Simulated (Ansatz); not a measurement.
Reaction (ligand exchange at a Ga–O bond): `C[O][Ga]([OH])[Cl]` + HBr → `[OH][Ga]([Cl])[Br]` + CH₃OH

Isolated molecules relaxed with PBE0-D4/def2-TZVP in Ansatz; ΔE leaves out vibrations. CCSD(T)/CBS is the MP2 limit (def2-TZVPP, def2-QZVPP) plus CCSD(T) − MP2 in def2-TZVPP, frozen cores. This one scheme is used for every species. DFT in def2-TZVPP. For Br, Ga outer-core shells are correlated without core-valence functions, which leaves a few kJ/mol of doubt a bond. Scalar relativity is left out up to krypton. Each species was taken in one conformer, which may not be the lowest.

```
         level  ΔE (kJ/mol)
        PBE-D4        -72.1
       ωB97M-V        -72.7
MP2/def2-QZVPP        -69.4
CCSD/CBS(def2)        -71.5
```

Problem. What does CCSD(T)/CBS give? (An estimate is asked.)

Solution. The calculation gave: -69.8 kJ/mol. The listed levels differ from it by -2.3, -2.9, 0.4, -1.7 kJ/mol.

Largest T1 diagnostic among the species: 0.013.

In def2-TZVPP, CCSD(T) changes the Hartree–Fock value by +17.0 kJ/mol (the triples alone add +1.8 kJ/mol) and MP2 by +15.2 kJ/mol. From PBE to PBE0 (25 % exact exchange), in def2-TZVPP and without D4, ΔE moves by −5.5 kJ/mol.
